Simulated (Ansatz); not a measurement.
CH₆BNO (`NCBO`) at its PBE0-D4/def2-TZVP geometry, where that method's forces vanish. The species carries charge 0 and has multiplicity 1.

```csv
atom,x (Å),y (Å),z (Å)
N1,-0.005,0.510,-1.133
C2,0.258,-0.610,-0.219
B3,-0.140,-0.195,1.254
O4,-0.424,1.101,1.467
H5,-0.953,0.468,-1.483
H6,0.605,0.496,-1.938
H7,1.339,-0.804,-0.202
H8,-0.194,-1.561,-0.533
H9,-0.173,-0.957,2.179
H10,-0.316,1.552,0.607
```

(1) For each bond, give half the difference of the two atoms' forces along it (eV/Å; positive pushes the atoms apart) under PBE-D4, r2SCAN-D4, B3LYP-D4, ωB97M-V in def2-TZVPP. (An estimate is asked.)

## Answers

(1) Computed: 
```csv
bond,length (Å),PBE-D4,r2SCAN-D4,B3LYP-D4,ωB97M-V
N1–C2,1.470,0.13,0.24,0.31,0.26
N1–H5,1.012,0.23,0.00,-0.05,-0.07
N1–H6,1.011,0.23,-0.02,-0.07,-0.09
C2–B3,1.581,-0.14,-0.07,0.02,0.03
C2–H7,1.098,0.12,-0.03,-0.11,-0.12
C2–H8,1.098,0.10,-0.04,-0.10,-0.13
B3–O4,1.344,0.36,0.18,0.14,0.18
B3–H9,1.199,-0.03,-0.08,-0.19,-0.19
O4–H10,0.977,0.48,0.03,-0.03,-0.14
```

B3LYP here is the variant with VWN-RPA as its local correlation; programs differ in this.
